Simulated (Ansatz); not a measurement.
A nudged elastic band was laid between two geometries of BH$_{10}$NOSi$_{3}$ (16 atoms, charge 0, multiplicity 1).

Method: RKS B3LYP-D4/6-31G (Ansatz).

- movable images: 5
- climbing image: yes
- spring: 5.0 eV/Å²
- optimiser: quadratic models (default)
- start path: through a guess of the saddle point
- force threshold: 0.03 eV/Å
- iteration limit: 26
- end points: relaxed

First end point:

```xyz
16
Properties=species:S:1:pos:R:3
B -1.327 -1.481 1.142
Si -0.444 -0.938 -0.572
Si 1.855 -1.542 -0.496
Si -0.412 1.449 -0.643
N 0.483 1.915 0.798
O -2.001 2.133 -0.820
H -0.839 -1.137 2.179
H -2.342 -2.108 1.186
H -1.082 -1.474 -1.825
H 2.055 -3.010 -0.757
H 2.406 -1.226 0.865
H 2.638 -0.767 -1.519
H 0.276 2.020 -1.840
H 0.497 1.358 1.640
H 0.935 2.813 0.893
H -2.720 1.974 -0.187
```

Last end point:

```xyz
16
Properties=species:S:1:pos:R:3
B -1.331 -1.494 1.191
Si -0.439 -0.940 -0.516
Si 1.854 -1.552 -0.539
Si -0.420 1.447 -0.517
N 0.554 1.954 0.845
O -2.034 2.084 -0.371
H -0.807 -1.230 2.232
H -2.387 -2.049 1.218
H -1.120 -1.417 -1.774
H 2.035 -3.010 -0.857
H 2.455 -1.285 0.812
H 2.606 -0.749 -1.562
H 0.233 2.025 -1.747
H 0.491 1.514 1.751
H 1.050 2.833 0.851
H -2.760 1.845 -0.971
```

Q: What changes between the two ends?

A: No bond is made or broken. The height of N5 over the plane of its neighbours goes from -0.04 to -0.08 Å.

Q: What energy profile does the band end with?

A: The run converged. The highest image is number 5 of 0 to 6, 0.063 eV above the first end and 0.000 eV above the last; the last end lies 0.063 eV above the first. The top lies less than 8 meV above the higher end, about what the thresholds resolve: that end is a shoulder or a very shallow well. A vibrational analysis at the climbing image gives one clearly imaginary mode, 100i cm⁻¹: a first-order saddle point. Limits of this set-up: no polarisation functions.

```json
{"image": "0", "path coordinate (Å)": "0.00", "energy (eV)": "0.000", "height of N5 over the plane of its neighbours (Å)": "-0.04"}
{"image": "1", "path coordinate (Å)": "0.23", "energy (eV)": "0.001", "height of N5 over the plane of its neighbours (Å)": "-0.05"}
{"image": "2", "path coordinate (Å)": "0.47", "energy (eV)": "0.011", "height of N5 over the plane of its neighbours (Å)": "-0.05"}
{"image": "3", "path coordinate (Å)": "0.70", "energy (eV)": "0.033", "height of N5 over the plane of its neighbours (Å)": "-0.07"}
{"image": "4", "path coordinate (Å)": "0.93", "energy (eV)": "0.057", "height of N5 over the plane of its neighbours (Å)": "-0.08"}
{"image": "5", "path coordinate (Å)": "1.17", "energy (eV)": "0.063", "height of N5 over the plane of its neighbours (Å)": "-0.08"}
{"image": "6", "path coordinate (Å)": "1.41", "energy (eV)": "0.063", "height of N5 over the plane of its neighbours (Å)": "-0.08"}
```

Q: What is the geometry of the highest image?

A: 
```xyz
16
Properties=species:S:1:pos:R:3
B -1.337 -1.481 1.179
Si -0.442 -0.926 -0.526
Si 1.849 -1.550 -0.540
Si -0.403 1.463 -0.528
N 0.552 1.966 0.850
O -2.018 2.108 -0.443
H -0.816 -1.218 2.222
H -2.394 -2.035 1.203
H -1.124 -1.403 -1.783
H 2.023 -3.006 -0.873
H 2.440 -1.301 0.818
H 2.612 -0.739 -1.549
H 0.286 2.037 -1.736
H 0.446 1.556 1.766
H 1.088 2.821 0.845
H -2.785 1.685 -0.862
```

Run time: 15 min on 1 thread of Arm Neoverse V2, with other jobs on the host, peak memory 0.23 GiB.
